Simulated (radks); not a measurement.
Neutral neon, 10 electrons, occupied as [Ne] (the NIST ground configuration).

Method: scalar-relativistic Kohn-Sham, PBE, spin-polarised, spherical densities, finite nucleus; Fermi nuclear charge, rms radius 3.0055 fm; computed with a radial shooting solver on a logarithmic mesh with Libxc functionals.

Energy parts (eV):
total: -3510.634
kinetic: 3509.741
electron-nucleus: -8476.530
Hartree: 1793.326
exchange-correlation: -337.171

Orbitals (lengths in bohr, moments of r in powers of bohr; r(max) is where P^2 peaks; r(90%) holds 90 % of the orbital's charge):
orbital,occ.,eigenvalue (eV),<r^2>,r(90%),<1/r>,r(max)
1s,2,-830.8043,0.03366,0.283,9.628,0.1026
2s,2,-36.4051,0.9830,1.45,1.637,0.6810
2p,6,-13.3341,1.299,1.74,1.437,0.6220

The highest occupied level is 2p at -13.334 eV. For comparison, the ionisation energy in NIST's Atomic Spectra Database is 21.565 eV (measured). In exact Kohn-Sham theory the highest level is minus the ionisation energy, but local and semilocal functionals leave it too shallow, through self-interaction and a potential that decays too fast; potentials with the right tail come closer. Summed over all electrons, <r^2> = 9.826 bohr^2, which gives a Langevin (diamagnetic) susceptibility term of -7.78 x 10^-6 cm^3/mol. The electron density at the nucleus is 648.5 e/bohr^3 (large components only). The density falls to 0.001 e/bohr^3 at r = 2.98 bohr.
